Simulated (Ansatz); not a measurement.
The cluster Sn₂O₆. Charge 0, multiplicity 1. Geometry B3LYP-D4/def2-SVP; atoms count from 1.

```xyz
8

Sn    0.5626   -1.6583    0.6718
Sn   -1.1278    0.9195    1.2701
O     0.7397    0.1528   -1.6545
O    -1.1240   -0.5218   -0.5069
O    -0.6768    0.1514   -1.6889
O    -0.5902   -0.8455    2.1077
O     1.0305    0.6429    0.5637
O     1.1861    1.1591   -0.7631
```

In the def2 sets Sn takes a core potential; there is no spin–orbit coupling. The structure holds 4 bonds between oxygen atoms, so isomers without such links may lie far lower. The structure comes from a short search, and lower isomers may exist.

(1) Estimate the Mulliken populations from the PBE0/def2-TZVP orbitals of Ansatz.

(2) And the Mayer bond orders between heavy atoms (over 0.3)?

Results:

(1) 
| atom | charge (e) |
| --- | --- |
| Sn1 | 0.84 |
| Sn2 | 0.84 |
| O3 | -0.04 |
| O4 | -0.44 |
| O5 | -0.01 |
| O6 | -0.75 |
| O7 | -0.44 |
| O8 | -0.01 |
Mulliken values depend strongly on the basis.

(2) Sn1–O4 0.36 (2.35 Å); Sn1–O6 0.95 (2.01 Å); Sn1–O7 0.36 (2.35 Å); Sn2–O4 0.41 (2.29 Å); Sn2–O6 0.89 (2.03 Å); Sn2–O7 0.41 (2.29 Å); O3–O5 0.92 (1.42 Å); O3–O8 0.92 (1.42 Å); O4–O5 0.86 (1.43 Å); O7–O8 0.86 (1.43 Å).
